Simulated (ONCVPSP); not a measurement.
## zinc (Zn): one change to an ONCV potential, before and after

- Element: zinc
- Generator: ONCVPSP 4.0.1
- Type: optimised norm-conserving Vanderbilt (ONCV)
- Functional: PBEsol
- Relativity: fully relativistic
- Frozen core: [Ne]
- Valence charge: 20
- Reference configuration: 3s2 3p6 3d10 4s2
- Partial waves: 3s+4s: rc 1.15 bohr, ncon 5, nbas 8, qcut 10.8 1/bohr, 2 projectors; 3p: rc 0.95 bohr, ncon 4, nbas 7, qcut 14.8 1/bohr, 1 projector; 3d: rc 0.90 bohr, ncon 3, nbas 8, qcut 20.4 1/bohr, 2 projectors, debl 1 Ha
- Local potential: polynomial inside 0.85 bohr (lpopt 5, dvloc0 3 Ha)
- Core correction: none

Open shells are filled in proportion to 2j + 1.

All-electron outer shells of the reference configuration (PBEsol, scalar-relativistic, ld1.x):

```csv
shell,level (eV),outermost node (bohr),outermost maximum (bohr)
2p,-1003.46,–,0.15
3s,-128.92,0.28,0.59
3p,-83.26,0.25,0.59
3d,-10.17,–,0.56
4s,-6.00,0.85,2.09
```

Change: s: qcut 7.9.

Cutoffs: the cutoffs (Ha) at which the residual kinetic energy of the hardest occupied pseudo-wave falls to 1 and 0.1 mHa per electron; they do not see the model core or the augmentation charge, which bear on the density cutoff. Errors are all-electron minus pseudo energies relative to the spin-unpolarised reference configuration.

Problem. What does the change do?

Solution. The potential gets neither clearly harder nor softer (137 Ha and 157 Ha → 137 Ha and 157 Ha); the d channel sets the loose cutoff, while the largest relative change is in s, which becomes harder; of the 4 tests that both files solve, the error grows in 0 and shrinks in 1 by more than 15 % and 0.3 meV (median size 2.4 → 2.6 meV); neither file shows a bound ghost.

| quantity | base | changed |
| --- | --- | --- |
| cutoff, loose | 137 Ha | 137 Ha |
| cutoff, tight | 157 Ha | 157 Ha |
| loose cutoff by channel | s 48 Ha, p 51 Ha, d 137 Ha | s 89 Ha, p 51 Ha, d 137 Ha |
| bound ghosts | none | none |
| GHOST(+) flags under 300 eV | none | none |
| error for 3s2 3p6 3d10 4s1, meV [ΔE 9.90 eV] | +0.9 | +0.9 |
| error for 3s2 3p6 3d10 4s0, meV [ΔE 28.25 eV] | +3.9 | +4.4 |
| error for 3s2 3p6 3d9 4s0, meV [ΔE 68.76 eV] | +0.5 | -0.1 |
| error for 3s2 3p5 3d10 4s2, meV [ΔE 91.92 eV] | +38 | +38 |
| s: phases at 1.17 bohr within 0.05 rad from the reference energy up to (Ha; the scan ends near 5) | to the end of the scan | to the end of the scan |
| p3/2: phases at 0.96 bohr within 0.05 rad from the reference energy up to (Ha; the scan ends near 5) | to the end of the scan | to the end of the scan |
| p1/2: phases at 0.96 bohr within 0.05 rad from the reference energy up to (Ha; the scan ends near 5) | to the end of the scan | to the end of the scan |
| d5/2: phases at 0.91 bohr within 0.05 rad from the reference energy up to (Ha; the scan ends near 5) | to the end of the scan | to the end of the scan |
| d3/2: phases at 0.91 bohr within 0.05 rad from the reference energy up to (Ha; the scan ends near 5) | to the end of the scan | to the end of the scan |
